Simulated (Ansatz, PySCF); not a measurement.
Pair of molecules: CH2O (SMILES C=O) (first 4 atoms) with CH2F2 (SMILES FCF); geometry from B3LYP-D3(BJ)/def2-TZVP.
(charge 0, multiplicity 1):
```xyz
9

C     -0.332    -0.101    -0.016
O      0.646    -0.714     0.317
H     -0.545     0.116    -1.080
H     -1.065     0.276     0.720
F     -0.073     0.778     3.247
C      0.003    -0.572     3.440
F     -1.206    -1.113     3.103
H      0.183    -0.761     4.499
H      0.761    -0.975     2.771
```

Counterpoise-corrected where a basis set is named; no monomer relaxation. Rows marked so take none.

Rows in 6-311+G**, 6-31G* carry no dispersion term and start afresh at each structure (6-31G* with six Cartesian d functions).

The values were computed with Ansatz (an electronic-structure program) with Gaussian orbitals; PySCF for 6-311+G** rows, 6-31G* rows, the dispersion terms. Each number belongs to the level named beside it.

**Question.** Estimate the interaction energy that CAM-B3LYP-D4/def2-TZVPPD returns for this input.

**Answer.** -159 meV

**Question.** Estimate the interaction energy that B3LYP/6-31G* returns for this input.

**Answer.** -64 meV

**Question.** Estimate the interaction energy that B3LYP/6-311+G** (no counterpoise) returns for this input.

**Answer.** -99 meV
